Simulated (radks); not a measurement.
Problem. The mean radii <r> (bohr) of the occupied orbitals of an atom or ion are listed with their occupations. Method: scalar-relativistic Kohn-Sham, RPBE, spin-polarised, spherical densities, finite nucleus; Fermi nuclear charge, rms radius of each element as measured or else 0.836 A^(1/3) + 0.57 fm; computed with a radial shooting solver on a logarithmic mesh with Libxc functionals.

| orbital | occ. | <r> |
|---|---|---|
| 1s up | 1 | 0.1761 |
| 1s down | 1 | 0.1756 |
| 2s up | 1 | 0.8692 |
| 2s down | 1 | 0.8876 |
| 2p up | 2 | 0.8194 |

Name the element and its charge. Open shells, if any, are filled with parallel spins first.

Solution. Z = 9, fluorine, charge +3: F3+ in [He] 2s2 2p2. The 1s radius gives Z: for a bare nucleus <r> = (2 gamma + 1)/(2Z) with gamma = sqrt(1 - (Z/c)^2), 0.1664 bohr for Z = 9, and screening makes it slightly larger (0.1761 here). The occupations add up to 6, and the charge is Z minus that.
